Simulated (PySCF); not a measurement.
**A ladder of Hamiltonians for Sr(32+) (strontium, charge +32)**

Occupied: 1s1/2, 2s1/2, 2p1/2. Hartree-Fock calculated with PySCF 2.14 in an uncontracted even-tempered set (16 s from 4 bohr⁻², ratio 2.7; 12 p from 4.8 bohr⁻², ratio 2.7), Gaussian nucleus throughout. NR is non-relativistic, sf-X2C the spin-free one-electron X2C Hamiltonian, X2C adds the bare one-electron spin-orbit term, X2C-SNSO screens it by Boettger's factors, DC is four-component Dirac-Coulomb, and the Gaunt and Breit terms are added at first order (total energies over the DC spinors, levels after relaxing the spinors in that mean field). QED terms are absent. Levels marked empty are virtual spinors of this ion.

| level (eV) | X2C | X2C-SNSO |
| --- | --- | --- |
| 1s1/2 | -18494.8 | -18495.2 |
| 2s1/2 | -4166.4 | -4166.5 |
| 2p1/2 | -4064.2 | -4061.2 |
| 2p3/2 (empty) | -3822.0 | -3823.5 |
| 3s1/2 (empty) | -1694.8 | -1694.8 |

Where do the four-component calculations put these levels?

1s1/2: DC -18503.3, DC+Gaunt -18478.6, DC+Breit -18479.3; 2s1/2: DC -4167.5, DC+Gaunt -4165.2, DC+Breit -4165.4; 2p1/2: DC -4061.8, DC+Gaunt -4057.0, DC+Breit -4057.7; 2p3/2 (empty): DC -3823.6, DC+Gaunt -3821.2, DC+Breit -3821.7; 3s1/2 (empty): DC -1695.0, DC+Gaunt -1694.4, DC+Breit -1694.5 (eV).

| Hamiltonian | E (hartree) | E − E(DC) (hartree) | CPU seconds |
| --- | --- | --- | --- |
| X2C | -2086.8636 | 0.2580 | 0.21 |
| X2C-SNSO | -2086.6382 | 0.4834 | 0.21 |
| DC | -2087.1216 | 0.0000 | 9.8 |
| DC+Gaunt | -2085.8941 | 1.2275 | 18 |
| DC+Breit | -2085.9572 | 1.1644 | 57 |

Weight of the small component: 1s1/2 0.0192, 2s1/2 0.00430, 2p1/2 0.00428, 2p3/2 0.00410, 3s1/2 0.00172.

Koopmans' value for the highest occupied level at DC+Breit: 4057.7 eV, against an ionisation energy of 4053 ± 4 eV (semi-empirical (NIST evaluation); NIST Atomic Spectra Database, ionization energies); the former lacks relaxation, correlation, QED and recoil.

The whole ladder took 88 s of wall time on 1 thread of Intel(R) Xeon(R) Platinum 8259CL CPU @ 2.50GHz (shared host), launched as `OMP_NUM_THREADS=1 python relrun2.py TASK.json OUT` (a driver that calls PySCF for each Hamiltonian).

Dirac-Coulomb iterations, started from the X2C spinors:

```
with_ssss True, with_gaunt False, with_breit False
light speed = 137.03599967994
init E= -2083.12109535323
cycle= 1 E= -2087.1215559096  delta_E=   -4  |g|= 0.441  |ddm|= 0.0404
cycle= 2 E= -2087.12158843529  delta_E= -3.25e-05  |g|= 0.00164  |ddm|= 0.000893
cycle= 3 E= -2087.12158843823  delta_E= -2.94e-09  |g|= 2.17e-05  |ddm|= 1.79e-05
```
